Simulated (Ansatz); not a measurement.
def2 core potentials replace the inner electrons of Bi.

B3LYP has the VWN-RPA correlation part, as in Gaussian. 

Z-matrix (Å, degrees):
```
C
H 1 1.1029
H 1 1.1062 2 106.23
C 1 1.4979 2 109.85 3 -117.82
C 4 1.3337 1 124.94 2 -4.38
H 5 1.0932 4 121.66 1 -179.05
H 5 1.0952 6 117.07 4 179.62
H 4 1.0982 5 119.07 6 -0.50
C 1 1.5261 2 109.50 3 118.01
H 9 1.1028 1 112.47 2 -171.74
H 9 1.1036 10 107.34 1 122.22
Bi 9 2.2877 10 108.73 11 114.04
O 12 2.0943 9 93.73 10 -82.44
H 13 0.9651 12 110.92 9 -20.59
O 12 2.1017 13 100.33 14 72.09
H 15 0.9659 12 111.04 13 -48.27
```
Charge 0, multiplicity 1.

**Question.** What vertical ionisation energy (Delta-SCF), HOMO, HOMO–LUMO gap, hole reorganisation energy (four-point) and total energy does B3LYP-D3(BJ)/def2-TZVP // PBE0-D3(BJ)/def2-SVP run with Ansatz (a program for electronic structure) give?

**Answer.** 
| Item | Result |
|---|---|
| vertical ionisation energy (Delta-SCF) | 8.79 eV |
| HOMO | -6.96 eV |
| HOMO–LUMO gap | 5.83 eV |
| hole reorganisation energy (four-point) | 1.496 eV |
| total energy | -523.1570 Ha |
